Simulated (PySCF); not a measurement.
C$_{4}$H$_{5}$ (SMILES [CH]1[C@@H]2C[C@H]12), doublet, at a GFN2-xTB geometry; MP2/STO-3G run with PySCF.

PySCF was given this input:
```python
from pyscf import gto, scf, mp

mol = gto.Mole()
mol.atom = '''
    C    -0.01104778    1.15299217    0.29268087
    C     0.00606920   -1.07161673    0.36284337
    C     0.77792320    0.05175663   -0.24703001
    C    -0.77530873    0.03948149   -0.25730269
    H    -0.01656875    2.16285392   -0.07926104
    H    -0.00045853   -1.14950133    1.44290558
    H     0.01698984   -2.03272552   -0.13990186
    H     1.48440418    0.00352078   -1.05567554
    H    -1.47018212   -0.01982922   -1.07521641
'''
mol.basis = 'sto-3g'
mol.spin = 1
mol.verbose = 4
mol.build()

mf = scf.UHF(mol)
mf.kernel()

pt = mp.MP2(mf)
pt.kernel()
print('E(MP2) = %.10f' % pt.e_tot)
```

Output, abridged:

```
PySCF version 2.14.0

[INPUT] verbose = 4
[INPUT] num. atoms = 9
[INPUT] num. electrons = 29
[INPUT] charge = 0
[INPUT] spin (= nelec alpha-beta = 2S) = 1
[INPUT] symmetry False subgroup None
[INPUT] Mole.unit = angstrom
[INPUT] Symbol           X                Y                Z      unit          X                Y                Z       unit  Magmom
[INPUT]  1 C     -0.011047780000   1.152992170000   0.292680870000 AA   -0.020877278484   2.178839425068   0.553086686199 Bohr   0.0
[INPUT]  2 C      0.006069200000  -1.071616730000   0.362843370000 AA    0.011469125795  -2.025062130202   0.685674595414 Bohr   0.0
[INPUT]  3 C      0.777923200000   0.051756630000  -0.247030010000 AA    1.470061793945   0.097805855830  -0.466819063449 Bohr   0.0
[INPUT]  4 C     -0.775308730000   0.039481490000  -0.257302690000 AA   -1.465121161684   0.074609203090  -0.486231615214 Bohr   0.0
[INPUT]  5 H     -0.016568750000   2.162853920000  -0.079261040000 AA   -0.031310399726   4.087201556242  -0.149781657948 Bohr   0.0
[INPUT]  6 H     -0.000458530000  -1.149501330000   1.442905580000 AA   -0.000866496120  -2.172242693523   2.726696369807 Bohr   0.0
[INPUT]  7 H      0.016989840000  -2.032725520000  -0.139901860000 AA    0.032106144500  -3.841294519214  -0.264376199717 Bohr   0.0
[INPUT]  8 H      1.484404180000   0.003520780000  -1.055675540000 AA    2.805117358360   0.006653309945  -1.994937647002 Bohr   0.0
[INPUT]  9 H     -1.470182120000  -0.019829220000  -1.075216410000 AA   -2.778241560032  -0.037471795064  -2.031864539538 Bohr   0.0

nuclear repulsion = 108.89797913877
number of shells = 17
number of NR pGTOs = 75
number of NR cGTOs = 25
basis = sto-3g
ecp = {}

******** <class 'pyscf.scf.uhf.UHF'> ********
method = UHF
initial guess = minao
damping factor = 0
level_shift factor = 0
DIIS = <class 'pyscf.scf.diis.CDIIS'>
diis_start_cycle = 1
diis_space = 8
diis_damp = 0
SCF conv_tol = 1e-09
SCF conv_tol_grad = None
SCF max_cycles = 50
direct_scf = True
direct_scf_tol = 1e-13
number electrons alpha = 15  beta = 14
Set gradient conv threshold to 3.16228e-05
init E= -153.671603678102

cycle= 1 E= -152.291205013174  delta_E= 1.38  |g|= 0.211  |ddm|= 2.75
cycle= 2 E= -152.338998847536  delta_E= -0.0478  |g|= 0.0865  |ddm|= 0.424
cycle= 3 E= -152.346728301787  delta_E= -0.00773  |g|= 0.0346  |ddm|= 0.157
cycle= 4 E= -152.349660191204  delta_E= -0.00293  |g|= 0.0162  |ddm|= 0.109
cycle= 5 E= -152.350493902912  delta_E= -0.000834  |g|= 0.006  |ddm|= 0.07
cycle= 6 E= -152.350594508706  delta_E= -0.000101  |g|= 0.00306  |ddm|= 0.0239
cycle= 7 E= -152.350620742396  delta_E= -2.62e-05  |g|= 0.00117  |ddm|= 0.0137
cycle= 8 E= -152.35062435141  delta_E= -3.61e-06  |g|= 0.000373  |ddm|= 0.00584
cycle= 9 E= -152.350624649516  delta_E= -2.98e-07  |g|= 0.000152  |ddm|= 0.00152
cycle= 10 E= -152.350624705885  delta_E= -5.64e-08  |g|= 6.97e-05  |ddm|= 0.000557
cycle= 11 E= -152.350624720362  delta_E= -1.45e-08  |g|= 2.39e-05  |ddm|= 0.000325
cycle= 12 E= -152.350624721928  delta_E= -1.57e-09  |g|= 5.16e-06  |ddm|= 0.000122
cycle= 13 E= -152.350624721981  delta_E= -5.26e-11  |g|= 1.55e-06  |ddm|= 2.16e-05
Extra cycle  E= -152.350624721984  delta_E= -3.13e-12  |g|= 8.19e-07  |ddm|= 2.85e-06
converged SCF energy = -152.350624721984  <S^2> = 0.75500978  2S+1 = 2.0050035

******** <class 'pyscf.mp.ump2.UMP2'> ********
nocc = (np.int64(15), np.int64(14)), nmo = (25, 25)
E(UMP2) = -152.555764933571  E_corr = -0.205140211587224
E(SCS-UMP2) = -152.568492532674  E_corr = -0.217867810690646
E_corr(same-spin) = -0.0326543575546425
E_corr(oppo-spin) = -0.172485854032582
E(MP2) = -152.5557649336
```
